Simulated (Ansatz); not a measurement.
`[F][Sn]([SiH3])([SiH3])[SiH3]` at its PBE0-D4/def2-TZVP geometry, where that method's forces vanish. Charge 0, multiplicity 1. Sn: def2 effective core potential.

```tsv
atom	x (Å)	y (Å)	z (Å)
F1	0.934	-2.185	0.365
Sn2	0.177	-0.414	0.069
Si3	-1.061	-0.661	-2.173
Si4	2.244	1.116	-0.004
Si5	-1.348	-0.068	2.112
H6	-0.104	-1.036	-3.245
H7	-1.691	0.643	-2.514
H8	-2.119	-1.698	-2.058
H9	3.139	0.711	-1.118
H10	1.791	2.516	-0.227
H11	2.979	1.041	1.284
H12	-2.408	-1.108	2.139
H13	-1.984	1.274	2.008
H14	-0.548	-0.132	3.361
```

Task: For each bond, give half the difference of the two atoms' forces along it (eV/Å; positive pushes the atoms apart) under PBE-D4, r2SCAN-D4, B3LYP-D4, ωB97M-V in def2-TZVPP. (An estimate is asked.)

Result: Computed: 
```tsv
bond	length (Å)	PBE-D4	r2SCAN-D4	B3LYP-D4	ωB97M-V
F1–Sn2	1.949	0.50	0.10	0.32	0.11
Sn2–Si3	2.573	-0.07	0.01	0.07	0.00
Sn2–Si4	2.573	-0.07	0.01	0.07	0.00
Sn2–Si5	2.573	-0.07	0.01	0.07	0.00
Si3–H6	1.485	0.08	-0.02	-0.08	-0.10
Si3–H7	1.488	0.08	-0.02	-0.07	-0.09
Si3–H8	1.485	0.08	-0.02	-0.08	-0.10
Si4–H9	1.485	0.08	-0.02	-0.08	-0.10
Si4–H10	1.488	0.08	-0.02	-0.07	-0.09
Si4–H11	1.485	0.08	-0.02	-0.08	-0.10
Si5–H12	1.485	0.08	-0.02	-0.08	-0.10
Si5–H13	1.488	0.08	-0.02	-0.07	-0.09
Si5–H14	1.485	0.08	-0.02	-0.08	-0.10
```

B3LYP here is the variant with VWN-RPA as its local correlation; programs differ in this.
